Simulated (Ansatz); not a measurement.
`[AlH2][O]C[SiH2][SiH3]` + `C=C(N)[SiH3]` → `C=C([SiH3])[NH][AlH2]` + `OC[SiH2][SiH3]`  (ligand exchange at the Al–O bond)

Program: Ansatz. Geometries: PBE0-D4/def2-TZVP. ΔE: electronic, gas phase. CBS: MP2 limit from def2 TZ/QZ plus the TZ coupled-cluster correction, frozen cores. Functionals use def2-TZVPP. One conformer a species, not always the lowest.

```json
{"level": "PBE-D4", "ΔE (eV)": "0.37"}
{"level": "SCS-MP2/def2-TZVPP", "ΔE (eV)": "0.43"}
{"level": "CCSD(T)/def2-TZVPP", "ΔE (eV)": "0.40"}
{"level": "MP2/CBS(def2)", "ΔE (eV)": "0.42"}
```

Question: What does CCSD(T)/CBS give? (Best estimate.)

Answer: Ansatz gave: +0.41 eV. The listed levels differ from it by -0.04, 0.02, -0.01, 0.01 eV.

Largest T1 diagnostic among the species: 0.014.

In def2-TZVPP, CCSD(T) changes the Hartree–Fock value by −0.14 eV (the triples alone add −0.02 eV) and MP2 by −0.13 eV. The D4 term adds −0.04 eV with B3LYP and −0.02 eV with PBE0; it sums over pairs of atoms, weighted by their polarisabilities, and B3LYP, whose exchange is more repulsive, gets the larger term.

B3LYP here is the variant with VWN-RPA as its local correlation; programs differ in this.
